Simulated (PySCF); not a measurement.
Gas-phase reaction: GaI3 + 3 H2 → GaH3 + 3 HI. Level: M06-2X/def2-TZVP†; standard pressure 1 bar.

Computed with PySCF and rigid-rotor harmonic-oscillator thermochemistry at 1 bar. † marks an energy on the PBE0/def2-TZVP geometry and frequencies. All species are closed-shell singlets. I: scalar-relativistic def2 core potential, no spin-orbit coupling. Ga: all electrons, no relativistic terms. GaH3: computed as isolated molecules; such fragments, hydroxides, amides, oligomers or adducts are transient or little studied in the gas. The harmonic model lacks anharmonicity and excited electronic states, which grow with temperature; levels with a mode under 35 cm⁻¹ are left out. Soft modes under 120 cm⁻¹ make the harmonic entropy rough for GaI3.

```json
[
 {"T (K)": "600", "1000/T (1/K)": "1.6667", "log10 K": "-31.87"},
 {"T (K)": "800", "1000/T (1/K)": "1.2500", "log10 K": "-23.42"},
 {"T (K)": "1000", "1000/T (1/K)": "1.0000", "log10 K": "-18.38"},
 {"T (K)": "1200", "1000/T (1/K)": "0.8333", "log10 K": "-15.04"},
 {"T (K)": "1400", "1000/T (1/K)": "0.7143", "log10 K": "-12.65"},
 {"T (K)": "1600", "1000/T (1/K)": "0.6250", "log10 K": "?"}
]
```

Task: Fit log10 K = a + b·(1000/T) to the five rows, get the mean ΔH° and ΔS°, and predict log10 K at 1600 K.

Result: Means: 1000/T = 1.0929, log10 K = -20.272. Sums of products about the means: Sxy = -11.56917, Sxx = 0.573287, so b = Sxy/Sxx = -20.18 and a = -20.272 − (-20.18)×1.0929 = 1.78.
ΔH° = −R ln 10 × 1000 K × b = −19.145 × (-20.18) = 386 kJ; ΔS° = R ln 10 × a = 34 J/K. The run's own values go from 390 kJ and 40 J/K at 600 K to 385 kJ and 33 J/K at 1600 K.
Prediction at 1600 K: 1.78 + (-20.18)×0.6250 = -10.83. The computed value is -10.85, 0.02 from the line.
For scale, ΔH°(298 K) is 399 kJ at this level, 336 kJ at ωB97M-V/def2-TZVP†, and runs from 318 to 399 kJ over the 18 levels computed.
